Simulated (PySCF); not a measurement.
A structure optimised at B3LYP-D3(BJ)/def2-TZVP, used in a PySCF frequency run:

```xyz
2

Cl     0.0000     0.0000    -1.7753
I      0.0000     0.0000     0.5694
```
Charge 0, spin multiplicity 1.

Task: Write its SMILES, formula and point group.

Result: ClI, ClI, C∞v

Task: What are its rotational constants (standard atomic weights)?

Result: 3.3174 GHz (linear rotor, B only)
